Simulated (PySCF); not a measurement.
## Unknown compound

Molecular formula: C$_{6}$H$_{4}$N$_{2}$. Simulated spectra:

$^{1}$H NMR (400 MHz, computed): δ 9.24 (s, 1H), 9.13 (d, 1H), 8.19 (d, 1H), 7.55 (m, 1H).

$^{13}$C{$^{1}$H} NMR (computed): δ 160.6 (CH), 158.2 (CH), 147.2 (CH), 128.2 (CH), 122.7 (C), 114.2 (C).

Method: coordinates at the GFN2-xTB level, shieldings: GIAO PBE0/pcSseg-1, in PySCF 2.14 (isolated molecule, single conformer, non-relativistic Hamiltonian).

δ = σ(ref) − σ, references computed at the same level: $^{1}$H, $^{13}$C against TMS.

Problem. What is the structure?

Solution. 
1. The formula gives 6 degrees of unsaturation (1 ring in the answer).
2. 6 carbon signals for 6 carbons: no two carbons are equivalent.
3. Carbon types of the structure: 2 × C, 4 × CH, which accounts for all hydrogens.
4. δC 160.6, 158.2: aromatic CH next to a ring nitrogen; the adjacent pyridine-type nitrogen withdraws density from it.
5. δC 147.2, 128.2: aromatic CH.
6. δC 122.7: nitrile carbon; typical of a nitrile.
7. δC 114.2: substituted aromatic carbon.
8. δH 9.24, 9.13: hydrogen on an aromatic CH next to a ring nitrogen; ring current plus the neighbouring ring nitrogen.
9. δH 8.19, 7.55: hydrogen on an aromatic CH; ring-current deshielding.

Structure: `N#Cc1cccnc1`.

The data come from this structure; uniqueness wasn't tested.

Shifts are as computed. Against solution values, carbons near 30 ppm lie about +3 ppm off and those near 130 ppm about +5 ppm. Of 1211 compounds with measured shifts, 218 miss one by over three times the rms of a fit or turn the order of signals round; such compounds aren't used in these exercises. No couplings were computed; multiplicities are counted from neighbouring protons, with m where these are inequivalent, close in shift, in a saturated or five-membered ring or joined by F or P, and br s for small geminal =CH2 splittings.
